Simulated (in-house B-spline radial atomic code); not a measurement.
## The cadmium ion Cd⁶⁺: [Ar] 3d10 4s2 (4p1/2)1 (4p3/2)4 4d7 (with a hole in an inner shell)

Method: Dirac-Hartree-Fock, average of the jj configuration, Fermi nucleus of rms radius 4.6087 fm. Calculated with an all-electron radial atomic-structure program (B-spline basis).

Screening seen three ways: the hydrogenic charge with the same mean radius, Z_r = [3n² - l(l+1)]/(2<r>), the one with the same energy, Z_e = n√(-2ε), and Slater's rules. Values are occupation-weighted means over j. An effective charge above Z reflects the relativistic contraction of the inner shells.

| shell | electrons | ε (eV) | <r> (bohr) | Z_r | Z_e | Slater |
| --- | --- | --- | --- | --- | --- | --- |
| 1s | 2 | -26971 | 0.03039 | 49.36 | 44.52 | 47.70 |
| 2s | 2 | -4179.2 | 0.131 | 45.79 | 35.05 | 43.85 |
| 2p | 6 | -3756.9 | 0.1147 | 43.58 | 33.23 | 43.85 |
| 3s | 2 | -898.95 | 0.3558 | 37.94 | 24.39 | 36.75 |
| 3p | 6 | -756.29 | 0.3549 | 35.22 | 22.37 | 36.75 |
| 3d | 10 | -532.32 | 0.3333 | 31.50 | 18.76 | 26.85 |
| 4s | 2 | -221.42 | 0.8619 | 27.85 | 16.14 | 20.60 |
| 4p | 5 | -176.32 | 0.9256 | 24.85 | 14.40 | 20.60 |
| 4d | 7 | -109.26 | 1.075 | 19.53 | 11.34 | 10.90 |

The least bound orbital is 4d3/2 at -108.6 eV, while the most diffuse is 4d5/2 (<r> = 1.076 bohr against 1.074 bohr): energy order and size order differ.

For the 1s electron the small component carries 3.1 % of the norm, the zero-frequency Breit interaction raises the level by 59.33 eV, self-energy by 33.35 eV, and vacuum polarisation lowers it by 4.252 eV.
